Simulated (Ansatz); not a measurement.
Consider the redistribution: `[NH]=[Ta]([NH2])([F])[F]` + `OC[NH][AlH2]` → `[NH]=[Ta]([OH])([F])[F]` + `NC[NH][AlH2]`.

Program: Ansatz. Geometries: PBE0-D4/def2-TZVP. ΔE: electronic, gas phase. CCSD(T)/CBS is the MP2 limit (def2-TZVPP, def2-QZVPP) plus CCSD(T) − MP2 in def2-TZVPP, frozen cores. Functionals use def2-TZVPP. def2 core potentials past Kr. For Ta outer-core shells are correlated without core-valence functions, which leaves a few kJ/mol of doubt a bond. Each species was taken in one conformer, which may not be the lowest.

```tsv
species	PBE-D4 energy (Eh)
`[NH]=[Ta]([NH2])([F])[F]`	-368.11539
`OC[NH][AlH2]`	-413.87527
`[NH]=[Ta]([OH])([F])[F]`	-388.00206
`NC[NH][AlH2]`	-394.00527
```

Question: Work out ΔE.

Answer: ΔE = (-388.00206) + (-394.00527) − (-368.11539) − (-413.87527) = -0.01667 Eh = -43.8 kJ/mol. CCSD(T)/CBS gives -43.7 kJ/mol.

Largest T1 diagnostic among the species: 0.019.

Leaving LDA and LC-ωPBE aside and taking each functional with its dispersion term where it has one, the values, not all of them listed here, spread over 4.5 kJ/mol, from B97M-V to PBE-D4.
